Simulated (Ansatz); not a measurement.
```yaml
crystal:
  periodic: [false, false, false]
  atoms:
    - {symbol: B, position_ang: [-1.183589, 1.057048, -1.116851]}
    - {symbol: Al, position_ang: [0.904646, 1.076109, -0.747081]}
    - {symbol: S, position_ang: [1.745834, -0.383163, 0.639240]}
    - {symbol: C, position_ang: [0.286013, -1.334920, 1.174308]}
    - {symbol: H, position_ang: [-1.676646, 0.423215, -2.008089]}
    - {symbol: H, position_ang: [-1.967136, 1.667270, -0.443895]}
    - {symbol: H, position_ang: [1.965372, 2.066575, -1.390927]}
    - {symbol: H, position_ang: [-0.485847, -0.685422, 1.585124]}
    - {symbol: H, position_ang: [0.617237, -2.015676, 1.957616]}
    - {symbol: H, position_ang: [-0.122686, -1.922237, 0.353353]}
basis:
  gaussian: {orbitals: def2-mTZVP}
magnetization: {spin_polarized: true, initial_magnetization: 0}
hamiltonian: {xc: {name: B97}}
scf: {lower_state_search: full}
```

```sh
$ ansatz run in.yaml --threads 2 --pin off --events-out ev --progress --plain --max-ram 4352MiB
```

Shortened log:

```
Functional definition: B97
952 factors; integrals over basis functions are off by at most 1.1e-3 eV
mean field evaluation 1: about -19235.6657 eV, gradient 3.2e1 eV
mean field evaluation 2: about -19235.8115 eV, gradient 3.2e1 eV
mean field evaluation 4: about -19240.7247 eV, gradient 4.8e0 eV
mean field evaluation 8: about -19240.8697 eV, gradient 2.7e-1 eV
mean field evaluation 16: about -19240.8702 eV, gradient 3.5e-5 eV
mean field -19240.87018540 eV, -707.0889373832 hartree, gradient 3.6e-5 eV, S^2 0.000000; 0 other end points of the search recorded, 0 dependent functions left out
reference -19240.87021715 eV, -707.0889385499 hartree; 23, 23 occupied and 77, 77 virtual orbitals, 952 factors
Total energy: -19240.87021715 eV, -707.0889385499 hartree
```

Hardware: 2 threads of an Intel Xeon Platinum 8259CL on a shared host. Wall time 8.5 s, peak host memory 0.42 GiB.
